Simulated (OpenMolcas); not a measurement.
Ce3+ among 8 point charges of -1 e arranged as a cube (Oh).

```json
{"Program": "OpenMolcas 26.06", "Method": "SS-CASPT2, IPEA 0.25 Eh, imaginary shift 0.1 Eh (closed shells correlated: 5s 5p)", "Basis": "ANO-RCC-VDZP [7s6p4d2f1g]", "Scalar Hamiltonian": "DKH2, point nucleus", "Active space": "1 electron in 7 orbitals (4f)", "State averaging": "2S+1 = 2 odd, 7 roots", "Spin-orbit coupling": "state interaction with AMFI integrals over the reference wave functions"}
```

All point charges move together. At R = 2.66 Å the width of the lowest J multiplet is 337 cm-1, and at R = 3.19 Å it is 195 cm-1.

Question: A third run gives 228 cm-1. What distance was it run at?

Answer: With a power law R^-n the two known points give n = -ln(195 / 337) / ln(3.19 / 2.66) = 3.01. Then R = 2.66 × (337 / 228)^(1/3.01) = 3.029 Å. The run was at 2.93 Å, so the estimate is off by +0.099 Å.

Roots that are degenerate in the reference are averaged as groups; the widest CASPT2 spread within a group is 37 cm-1 (the 3-fold group of multiplicity 2 near 156 cm-1 above the lowest state of its run, R = 2.66). Shifts and gaps below about the spread of the groups concerned are not significant. Point charges carry no covalency, so the field is a model and not that of real ligands. No measured value stands beside these numbers.
